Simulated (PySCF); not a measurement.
Cartesian coordinates in Å; atom numbers follow the order of the lines, from 1:
```xyz
14

C     3.4621    0.5556    0.2566
C     2.2609    0.0358    0.2413
C     1.1158   -0.4821    0.2044
C    -0.0892   -1.0048    0.2077
C    -1.2201   -0.4903    1.0240
Si   -2.4184    0.5315   -0.0653
H     4.2520    0.1694   -0.3678
H     3.7068    1.3893    0.8953
H    -0.3091   -1.8415   -0.4454
H    -0.8447    0.1333    1.8360
H    -1.7651   -1.3267    1.4657
H    -2.9142   -0.3188   -1.1501
H    -1.6988    1.6797   -0.6147
H    -3.5388    0.9691    0.7703
```

Geometry: GFN2-xTB; GIAO shifts from PySCF, gas phase, non-relativistic, averaged over equivalent atoms.

At HCTH407/3-21G (74 basis functions, 5.6 s wall time on 1 thread of an Arm Neoverse V2, shared host):
```csv
atoms,δ (ppm)
C2,147.1
C3,142.1
C4,98.7
C1,81.7
C5,18.0
Si6,-31.9
H9,5.93
H7/H8,5.36
H12/H13/H14,3.97
H10/H11,2.12
```

Referencing at the same level of theory: 13C (σ = 204.94 ppm), 29Si (σ = 477.94 ppm), 1H (σ = 33.27 ppm) vs TMS.

Problem. Predict the values at HCTH407/pcSseg-1 on the same geometry.

Solution. 
```json
{"atoms": "C2", "δ at HCTH407/pcSseg-1": "174.8", "change": "+27.7"}
{"atoms": "C3", "δ at HCTH407/pcSseg-1": "167.2", "change": "+25.1"}
{"atoms": "C4", "δ at HCTH407/pcSseg-1": "114.9", "change": "+16.2"}
{"atoms": "C1", "δ at HCTH407/pcSseg-1": "90.9", "change": "+9.2"}
{"atoms": "C5", "δ at HCTH407/pcSseg-1": "24.4", "change": "+6.4"}
{"atoms": "Si6", "δ at HCTH407/pcSseg-1": "-76.1", "change": "-44.2"}
{"atoms": "H9", "δ at HCTH407/pcSseg-1": "6.04", "change": "+0.11"}
{"atoms": "H7/H8", "δ at HCTH407/pcSseg-1": "5.29", "change": "-0.07"}
{"atoms": "H12/H13/H14", "δ at HCTH407/pcSseg-1": "3.85", "change": "-0.12"}
{"atoms": "H10/H11", "δ at HCTH407/pcSseg-1": "2.14", "change": "+0.02"}
```

δ = σ(ref) − σ, references computed at the same level: 13C (σref 183.64), 29Si (σref 343.40), 1H (σref 31.67) vs TMS.

The largest change is at Si6 (silicon bonded to C, 3 H). Cost: 149 basis functions, 27 s wall time on 1 thread of an Arm Neoverse V2, shared host. The order of the carbon signals is the same at both levels.
